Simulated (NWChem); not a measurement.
System: C3H8N2Si; SMILES C=C1CN[Si@H]1N

The following NWChem deck was run.

```
start job
memory heap 200 mb stack 900 mb global 1100 mb
geometry units angstroms noautosym nocenter noautoz
  C      1.466776     1.833382     0.024792
  C      0.419363     1.011486     0.062866
  C     -1.050605     1.296628    -0.232291
  N     -1.526542    -0.077795    -0.094960
  Si    -0.027001    -0.795050     0.398059
  N      0.564158    -2.112211    -0.525195
  H      2.477055     1.480925     0.256801
  H      1.369835     2.894448    -0.238411
  H     -1.487911     2.002868     0.501960
  H     -1.212068     1.727065    -1.241376
  H     -2.506513    -0.315389    -0.148987
  H      0.132744    -1.283303     1.805885
  H      0.635083    -2.101027    -1.535025
  H      1.039064    -2.899704    -0.103754
end
basis spherical
  * library pcsseg-1
end
dft
  xc pbe0
  iterations 150
end
property
  shielding
end
task dft property
```

All runs use the structure optimised with PBE0/def2-SVP.

GIAO values for the isolated, static molecule; σ is the absolute isotropic shielding, δ = σ(reference) − σ with the isolated reference molecule computed at the same levels (13C: tetramethylsilane, 1H: tetramethylsilane, 15N: ammonia).

Atoms are numbered as in the input.

Q: Give the results of this calculation. (PBE0/pcSseg-1, GIAO.) Quantities: δ C1 (ppm); δ C2 (ppm); δ N4 (ppm); δ N6 (ppm); δ H8 (ppm); δ H10 (ppm); δ H14 (ppm).

A: 
```json
{
 "δ C1 (ppm)": "126.7",
 "δ C2 (ppm)": "168.6",
 "δ N4 (ppm)": "50.9",
 "δ N6 (ppm)": "42.2",
 "δ H8 (ppm)": "5.73",
 "δ H10 (ppm)": "3.86",
 "δ H14 (ppm)": "1.41"
}
```
